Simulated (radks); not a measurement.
Be+, 3 electrons, occupied as [He] 2s1 (the NIST ground configuration). Calculated with a radial shooting solver on a logarithmic mesh with Libxc functionals: Dirac Kohn-Sham, LDA (Slater exchange, Perdew-Wang correlation), spin-unpolarised, spherical densities, point nucleus.

Normalised radial functions P(r) = r R(r) (large component), r in bohr:

```
   r/bohr * 1s1/2, o 2p1/2 (the largest magnitude, 1.38, reaches the edge; | marks zero, & curves that meet)
  0.02607 o             *
  0.02892 o              *
  0.03209 o               *
  0.03561 o                 *
   0.0392 o                  *
  0.04349 o                    *
  0.04826 o                      *
  0.05355 o                        *
  0.05942 o                          *
  0.06593 o                            *
  0.07316 o                               *
  0.08118 o                                 *
  0.09007 |o                                   *
  0.09995 |o                                     *
   0.1109 |o                                       *
   0.1231 |o                                          *
   0.1365 |o                                            *
   0.1515 |o                                              *
   0.1681 | o                                               *
   0.1865 | o                                                 *
    0.207 | o                                                  *
   0.2297 |  o                                                  *
   0.2548 |  o                                                   *
   0.2828 |   o                                                  *
   0.3138 |    o                                                *
   0.3454 |     o                                              *
   0.3832 |     o                                             *
   0.4252 |      o                                         *
   0.4718 |        o                                    *
   0.5236 |         o                                *
   0.5809 |          o                           *
   0.6446 |           o                     *
   0.7153 |             o               *
   0.7936 |               o        *
   0.8806 |                o   *
   0.9771 |                * o
    1.084 |            *      o
    1.203 |         *           o
    1.335 |      *               o
    1.481 |    *                  o
    1.644 |  *                     o
    1.824 | *                      o
    2.024 |*                       o
    2.245 |*                      o
    2.491 *                      o
    2.765 *                    o
    3.043 *                  o
    3.377 *                o
    3.747 *             o
    4.157 *           o
    4.613 *        o
    5.119 *      o
     5.68 *    o
    6.302 *  o
    6.993 * o
    7.759 *o
     8.61 *o
```

1s1/2: eigenvalue -116.42 eV, 0 radial nodes, <r> = 0.424 bohr, 90 % of the charge inside 0.764 bohr. 2p1/2 (empty): eigenvalue -9.819 eV, 0 radial nodes, <r> = 2.39 bohr, 90 % of the charge inside 3.89 bohr.
